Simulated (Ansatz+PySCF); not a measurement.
Results of a calculation; reference values are marked as such.
# Several solutions for singlet H₄

```yaml
atoms:
  - { symbol: H, position_ang: [0.0000, 0.0000, 0.0000] }
  - { symbol: H, position_ang: [0.0000, 0.0000, 2.5000] }
  - { symbol: H, position_ang: [0.0000, 0.0000, 5.0000] }
  - { symbol: H, position_ang: [0.0000, 0.0000, 7.5000] }
```

Basis set: cc-pVDZ (spherical functions). Charge 0, multiplicity 1.

PBE0 (unrestricted) was run from several starts with Ansatz (development build ahead of 0.2.0) and PySCF 2.14.0.

```json
{"run": "A", "program": "PySCF", "start": "guess minao, instabilities followed", "converged": "yes", "energy (hartree)": "-2.00784", "<S²>": "1.87"}
{"run": "B", "program": "Ansatz", "start": "search for the lowest state", "converged": "yes", "energy (hartree)": "-2.00785", "<S²>": "1.87"}
{"run": "C", "program": "Ansatz", "start": "stability test followed", "converged": "yes", "energy (hartree)": "-2.00785", "<S²>": "1.87"}
{"run": "D", "program": "PySCF", "start": "program defaults", "converged": "yes", "energy (hartree)": "-1.88999", "<S²>": "0.00"}
{"run": "E", "program": "Ansatz", "start": "atomic start, no search", "converged": "yes", "energy (hartree)": "-1.88999", "<S²>": "0.00"}
```

Q: Which runs reached the lowest solution of this kind, and what is wrong with the others?

A: A, B, C reached the lowest solution found. Converged but too high: D by 3.21 eV, E by 3.21 eV. Convergence only shows a stationary point, and even a stable one can lie too high; stability tests and further starts are what find lower ones. Caution: the unrestricted determinant is a mixture of spin states. Caution: the determinant breaks the point group.
